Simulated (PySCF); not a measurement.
**Working out the ionisation energy of Ga**

Ga [Ar] 3d10 4s2 4p1 (2P) → Ga⁺ [Ar] 3d10 4s2 (1S). Computed with PySCF 2.14 in def2-SVP (5s4p3d, 32 functions), with the non-relativistic Hamiltonian (point nucleus). Frozen: [Ar] 3d10. Energies in hartree (1 hartree = 27.21139 eV):

| part | Ga (lower) | Ga⁺ (upper) |
| --- | --- | --- |
| UHF | -1922.974135 | -1922.770190 |
| CCSD correlation | -0.043397 | -0.036461 |
| (T) | -0.000538 | 0.000000 |

**Question.** What does Hartree-Fock give?

**Answer.** (-1922.770190) − (-1922.974135) = 0.203945 hartree = 5.550 eV.

**Question.** What do CCSD and CCSD(T) give?

**Answer.** The CCSD correlation energies differ by 0.006936 hartree = 0.189 eV and the triples by 0.000538 hartree = 0.015 eV, so CCSD gives 5.739 eV and CCSD(T) 5.754 eV.

Measured between the centres of the two terms (NIST): 5.931 eV, so CCSD(T) (valence) is off by -0.177 eV.

The calculation is non-relativistic.

A double-zeta basis recovers only part of the correlation energy.

What remains against the reference includes basis incompleteness, the frozen core and higher excitations.
